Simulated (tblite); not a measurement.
Compound: C7H9FO.
SMILES with atom numbers: `[CH2:1]=[CH:2]/[C:3](=[CH:4]\[CH2:5][CH3:6])[C:7](=[O:8])[F:9]` (hydrogens: H10, H11 on C1; H12 on C2; H13 on C4; H14, H15 on C5; H16, H17, H18 on C6)

Cartesian coordinates in Å at the GFN2-xTB level; atoms count from 1:
```xyz
18
C7H9FO angstrom
C     -1.809    0.230    1.998
C     -1.028   -0.164    0.999
C     -0.756    0.554   -0.245
C      0.075    0.091   -1.205
C      0.871   -1.164   -1.217
C      2.367   -0.835   -1.260
C     -1.413    1.849   -0.461
O     -2.157    2.469    0.219
F     -1.076    2.401   -1.680
H     -1.926   -0.389    2.873
H     -2.349    1.159    1.990
H     -0.518   -1.113    1.087
H      0.229    0.701   -2.087
H      0.610   -1.722   -2.122
H      0.663   -1.798   -0.357
H      2.951   -1.750   -1.309
H      2.601   -0.228   -2.132
H      2.655   -0.284   -0.368
```

Level: GFN2-xTB in tblite, geometry and Hessian alike; calculated harmonic values, unscaled, isolated species. Against measured fundamentals such values can be off by several per cent, at times by over 20. One conformer, not necessarily the lowest. The optimisation stopped once no atom felt more than 0.01 eV/Å.

Lowest wavenumbers of the output (negative numbers stand for imaginary wavenumbers):
```
mode    cm-1
  1     -50.0
  2     -19.9
  3      15.8
  4     107.9
  5     187.8
  6     240.7
  7     255.1
  8     304.3
```

Task: Is this structure a minimum?

Result: Not by this Hessian. 1 mode is imaginary beyond 20i (50i cm⁻¹), and 1 more slightly so (19.9i). The curvature is small, so loose convergence or finite differences may be the whole cause.

Task: Which atoms move in the imaginary modes?

Result: 50i: C1 (terminal =CH2 carbon) 23 %, H11 (vinylic hydrogen) 20 %, H12 (vinylic hydrogen) 18 %, C2 (alkene CH carbon) 16 %; 20i: C6 (methyl carbon) 27 %, C5 (allylic carbon) 10 %. These are shares of the mass-weighted motion.

Task: What is the remedy?

Result: Step along such a mode in both directions, optimise again with tighter thresholds and repeat the frequencies. The zero-point energy of this point (88.2 kcal/mol) counts the 46 real modes alone, and thermal corrections from it aren't those of a minimum.
